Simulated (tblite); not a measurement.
Run record: tight-binding relaxation, `C=CCCC1=CC(=O)[SiH2]C1`.

Computed with GFN2-xTB geometry optimisation, gas phase (tblite 0.8.0). Start geometry: from a force field or distance geometry. The input is one job of a driver script: a line of settings, then coordinates in Å.

Command:
```bash
OMP_NUM_THREADS=1 python probes_run.py task.json out
```

Input:
```
{"job": {"kind": "relax", "xc": "GFN2-xTB", "basis": "xTB"}, "charge": 0, "multiplicity": 1}
C      2.525900     1.294900    -0.916100
C      2.358800     0.366800     0.020600
C      1.844900    -1.025200    -0.226800
C      0.557300    -1.329400     0.553100
C     -0.627800    -0.474700     0.211500
C     -1.191500     0.391500     1.072000
C     -2.344600     1.146000     0.545400
O     -3.001300     1.976000     1.150500
Si    -2.684300     0.628500    -1.228900
C     -1.223000    -0.608000    -1.189400
H      2.257700     1.109200    -1.954800
H      2.903300     2.277000    -0.663600
H      2.635500     0.600900     1.065800
H      2.616500    -1.739700     0.060000
H      1.659700    -1.169700    -1.299700
H      0.282500    -2.384500     0.401300
H      0.774100    -1.252300     1.638800
H     -0.859000     0.564500     2.088900
H     -2.449700     1.690800    -2.249600
H     -3.966000    -0.098100    -1.439000
H     -1.585300    -1.617300    -1.364500
H     -0.494000    -0.327700    -1.962100
```

Output:
```
step      E/eV     max force
  0    -788.13391    1.283
  1    -788.20079    0.728
  2    -788.22905    0.638
  3    -788.24742    0.384
  4    -788.26134    0.320
  5    -788.27188    0.242
  6    -788.27747    0.253
  7    -788.28252    0.199
  8    -788.28547    0.122
  9    -788.28706    0.087
... (48 lines left out)
 58    -788.30258    0.032
 59    -788.30264    0.013
 60    -788.30267    0.011
 61    -788.30269    0.012
 62    -788.30272    0.012
 63    -788.30275    0.014
 64    -788.30279    0.016
 65    -788.30283    0.012
 66    -788.30285    0.011
 67    -788.30287    0.010
```

«max force» is the largest atomic force in eV/Å.

Problem. From which step on does the largest force stay under 0.1 eV/Å, and how much energy is left to gain from there?

Solution. From step 9 (0.087 eV/Å), 15.8 meV above the end.

Summary of the converged run: energy lowered by 3.9 kcal/mol over 67 steps; largest atomic force 0.010 eV/Å at the end.

Hardware: one thread of an Intel Xeon 6975P-C, no GPU, on a shared host. Cost: 0.53 s of wall time.
Labels such as C1 count atoms from 1, the log's own numbers from 0.
